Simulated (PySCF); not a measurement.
**Magnetisability: `C=C/C=C(\C[SiH3])SC`, C$_{6}$H$_{12}$SSi**

Geometry:
```csv
atom,x (Å),y (Å),z (Å)
C1,-2.147,-2.097,0.770
C2,-1.605,-1.035,0.177
C3,-0.190,-0.897,-0.048
C4,0.395,0.162,-0.629
C5,-0.305,1.376,-1.129
Si6,-0.597,2.627,0.290
S7,2.143,0.304,-0.848
C8,2.846,-1.089,0.078
H9,-1.545,-2.921,1.117
H10,-3.208,-2.180,0.930
H11,-2.242,-0.227,-0.153
H12,0.406,-1.734,0.283
H13,0.309,1.851,-1.895
H14,-1.253,1.105,-1.593
H15,-1.387,1.980,1.337
H16,0.693,3.051,0.829
H17,-1.320,3.771,-0.271
H18,2.492,-1.061,1.104
H19,2.587,-2.028,-0.402
H20,3.922,-0.946,0.051
```

Theory: GIAO BHandHLYP/pcSseg-1 magnetisability, rotational g tensor and spin-rotation constants, non-relativistic, gas phase (PySCF 2.14.0). Geometry: GFN2-xTB.

Task: What are the magnetisability and the molar susceptibility?

Result: Isotropic -1578 × 10⁻³⁰ J/T², or -95.0 × 10⁻⁶ cm³/mol; principal values -1770, -1500, -1464 × 10⁻³⁰ J/T², anisotropy 289 × 10⁻³⁰ J/T² (root of half the summed squared differences of the principal values). The susceptibility is in cgs units.

Task: Split it along the inertial axes a, b, c into diamagnetic and paramagnetic parts about the centre of mass, with the quadrupole moment.

Result: 
```tsv
axis	χ (10⁻⁶ cm³/mol)	diamagnetic (10⁻⁶ cm³/mol)	paramagnetic (10⁻⁶ cm³/mol)	summed x² of all electrons (Å²)	quadrupole Θ (D Å)
a	-88.7	-1101.5	1012.8	240.8	+2.33
b	-92.7	-1194.3	1101.6	219.0	+1.77
c	-103.7	-1950.7	1847.1	40.7	-4.10
```
Anisotropies 2χaa − χbb − χcc = +19.0 and 2χbb − χaa − χcc = +6.9 × 10⁻⁶ cm³/mol. Θ is traceless in Buckingham's convention.

Task: And the rotational g tensor?

Result: 
```
axis  rotational constant (GHz)        g  nuclear part  electronic part
   a                     1.2794  -0.0176        0.5911          -0.6088
   b                     1.1410  -0.0134        0.5771          -0.5905
   c                     0.6673  -0.0033        0.5757          -0.5790
```
Asymmetric top; isotopes 12C, 1H, 32S, 28Si; no vibrational averaging.
